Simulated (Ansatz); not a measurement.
# Molecular dynamics of H5NO3Si

The input (input.yaml):

```yaml
crystal:
  periodic: [false, false, false]
  atoms:
    - { symbol: Si, position_ang: [-0.067011, -0.121067, -0.117955] }
    - { symbol: O, position_ang: [0.146757, -0.125394, 1.571687] }
    - { symbol: H, position_ang: [-0.780442, -0.299102, 1.961848] }
    - { symbol: O, position_ang: [1.51328, -0.246266, -0.73039] }
    - { symbol: H, position_ang: [2.071032, -0.511179, 0.083907] }
    - { symbol: O, position_ang: [-0.681924, 1.302138, -0.812478] }
    - { symbol: H, position_ang: [-1.696701, 1.186905, -0.772051] }
    - { symbol: "N", position_ang: [-1.229473, -1.393389, -0.506068] }
    - { symbol: H, position_ang: [-0.91741, -2.343853, -0.193012] }
    - { symbol: H, position_ang: [-1.394507, -1.492193, -1.536489] }
basis:
  gaussian: { orbitals: STO-3G }
hamiltonian:
  xc: b3lyp
  dispersion: d4
md:
  timestep: 0.5
  n_steps: 500
  ensemble: nvt_langevin
  temperature: 50.0
  initial_velocities: maxwell_boltzmann
  seed: 780924
  friction: 0.01
```

Command:

```bash
$ ansatz run input.yaml --threads 1 --pin off --max-ram 2048MiB --backend cpu --events-out ev --progress --plain --runs-dir out
```

It starts from a relaxed structure.

Output, in part (step lines, the closing report, with atoms numbered from 0):

```
md step     0: t =     0.00 fs  T =    45.0 K  F+E_penalty+E_count = -15394.27950149 eV  E_kin = 0.058167 eV  (21 SCF iters)
md step     1: t =     0.50 fs  T =    42.4 K  F+E_penalty+E_count = -15394.27764931 eV  E_kin = 0.054822 eV  (21 SCF iters)
md step     2: t =     1.00 fs  T =    37.9 K  F+E_penalty+E_count = -15394.27297774 eV  E_kin = 0.048996 eV  (21 SCF iters)
md step     3: t =     1.50 fs  T =    31.6 K  F+E_penalty+E_count = -15394.26732371 eV  E_kin = 0.040890 eV  (21 SCF iters)
md step     4: t =     2.00 fs  T =    28.2 K  F+E_penalty+E_count = -15394.26272699 eV  E_kin = 0.036446 eV  (20 SCF iters)
md step     5: t =     2.50 fs  T =    27.6 K  F+E_penalty+E_count = -15394.26066921 eV  E_kin = 0.035667 eV  (20 SCF iters)
md step     6: t =     3.00 fs  T =    30.5 K  F+E_penalty+E_count = -15394.26082928 eV  E_kin = 0.039414 eV  (21 SCF iters)
md step     7: t =     3.50 fs  T =    31.3 K  F+E_penalty+E_count = -15394.26221764 eV  E_kin = 0.040478 eV  (21 SCF iters)
[... lines left out ...]
md step   497: t =   248.50 fs  T =    99.0 K  F+E_penalty+E_count = -15394.27937454 eV  E_kin = 0.127935 eV  (26 SCF iters)
md step   498: t =   249.00 fs  T =   100.4 K  F+E_penalty+E_count = -15394.27857866 eV  E_kin = 0.129783 eV  (26 SCF iters)
md step   499: t =   249.50 fs  T =    96.1 K  F+E_penalty+E_count = -15394.27676472 eV  E_kin = 0.124221 eV  (26 SCF iters)
md step   500: t =   250.00 fs  T =    93.1 K  F+E_penalty+E_count = -15394.27281604 eV  E_kin = 0.120322 eV  (22 SCF iters)
Total energy: -15394.27300577 eV, -565.7290983492 hartree
Atom 0 at     0.016834    -0.200006    -0.097364 Å, force     0.215890    -0.220401    -1.400576 eV/Å
Atom 1 at     0.163169     0.067360     1.564264 Å, force    -0.084503    -0.361211     0.304359 eV/Å
Atom 2 at     0.215247    -0.881163     1.939843 Å, force     0.058943     0.096355     0.262836 eV/Å
Atom 3 at     1.525088    -0.338892    -0.910778 Å, force    -0.238087     0.363162     0.220581 eV/Å
Atom 4 at     1.841724     0.637510    -0.974503 Å, force     0.056402    -0.252300    -0.007035 eV/Å
Atom 5 at    -0.808499     1.190613    -0.655543 Å, force     0.051839    -0.105796     0.073093 eV/Å
Atom 6 at    -0.731409     1.846820     0.125898 Å, force    -0.076607    -0.030104     0.010622 eV/Å
Atom 7 at    -0.725902    -1.725968    -0.519515 Å, force    -0.141696     0.186865     0.397401 eV/Å
Atom 8 at    -0.393161    -2.225211    -1.371075 Å, force     0.183507     0.269195     0.079511 eV/Å
Atom 9 at    -1.765130    -1.764473    -0.529321 Å, force    -0.025687     0.054236     0.059207 eV/Å
Dipole moment:    -0.104154     0.036840     0.068097 e Å
```

The steps, from the saved trajectory:

```json
{"time (fs)": "0.0", "T (K)": "45", "potential energy less start (eV)": "0.000"}
{"time (fs)": "8.0", "T (K)": "25", "potential energy less start (eV)": "0.032"}
{"time (fs)": "16.0", "T (K)": "24", "potential energy less start (eV)": "0.021"}
{"time (fs)": "24.0", "T (K)": "19", "potential energy less start (eV)": "0.030"}
{"time (fs)": "32.0", "T (K)": "23", "potential energy less start (eV)": "0.035"}
{"time (fs)": "40.0", "T (K)": "31", "potential energy less start (eV)": "0.024"}
{"time (fs)": "48.0", "T (K)": "30", "potential energy less start (eV)": "0.029"}
{"time (fs)": "56.0", "T (K)": "40", "potential energy less start (eV)": "0.026"}
{"time (fs)": "64.0", "T (K)": "41", "potential energy less start (eV)": "0.045"}
{"time (fs)": "72.0", "T (K)": "38", "potential energy less start (eV)": "0.051"}
{"time (fs)": "80.0", "T (K)": "41", "potential energy less start (eV)": "0.054"}
{"time (fs)": "88.0", "T (K)": "42", "potential energy less start (eV)": "0.075"}
{"time (fs)": "96.0", "T (K)": "59", "potential energy less start (eV)": "0.042"}
{"time (fs)": "104.0", "T (K)": "48", "potential energy less start (eV)": "0.059"}
{"time (fs)": "112.0", "T (K)": "64", "potential energy less start (eV)": "0.035"}
{"time (fs)": "120.0", "T (K)": "48", "potential energy less start (eV)": "0.057"}
{"time (fs)": "128.0", "T (K)": "47", "potential energy less start (eV)": "0.060"}
{"time (fs)": "136.0", "T (K)": "38", "potential energy less start (eV)": "0.067"}
{"time (fs)": "144.0", "T (K)": "54", "potential energy less start (eV)": "0.064"}
{"time (fs)": "152.0", "T (K)": "67", "potential energy less start (eV)": "0.039"}
{"time (fs)": "160.0", "T (K)": "61", "potential energy less start (eV)": "0.043"}
{"time (fs)": "168.0", "T (K)": "73", "potential energy less start (eV)": "0.029"}
{"time (fs)": "176.0", "T (K)": "72", "potential energy less start (eV)": "0.032"}
{"time (fs)": "184.0", "T (K)": "65", "potential energy less start (eV)": "0.021"}
{"time (fs)": "192.0", "T (K)": "88", "potential energy less start (eV)": "-0.006"}
{"time (fs)": "200.0", "T (K)": "87", "potential energy less start (eV)": "-0.007"}
{"time (fs)": "208.0", "T (K)": "87", "potential energy less start (eV)": "-0.003"}
{"time (fs)": "216.0", "T (K)": "76", "potential energy less start (eV)": "0.019"}
{"time (fs)": "224.0", "T (K)": "57", "potential energy less start (eV)": "0.032"}
{"time (fs)": "232.0", "T (K)": "69", "potential energy less start (eV)": "0.028"}
{"time (fs)": "240.0", "T (K)": "84", "potential energy less start (eV)": "0.023"}
{"time (fs)": "248.0", "T (K)": "102", "potential energy less start (eV)": "-0.001"}
```

The run went to its last step. The mean temperature of the second half is 40 % above the set value. A run of 0.25 ps of so small a system gives no equilibrium averages. Limits of this set-up: minimal basis.

The same pairs are bonded in the first frame and the last. Pairs count as bonded within 1.25 times the sum of covalent radii (0.12 Å more for H–H).

Last frame:

```xyz
10
Properties=species:S:1:pos:R:3
Si 0.017 -0.200 -0.097
O 0.163 0.067 1.564
H 0.215 -0.881 1.940
O 1.525 -0.339 -0.911
H 1.842 0.637 -0.975
O -0.808 1.191 -0.655
H -0.731 1.847 0.126
N -0.726 -1.726 -0.519
H -0.393 -2.225 -1.371
H -1.765 -1.764 -0.529
```

The run took 17 min on 1 thread of Arm Neoverse V1 (shared host), peak memory 0.096 GiB.
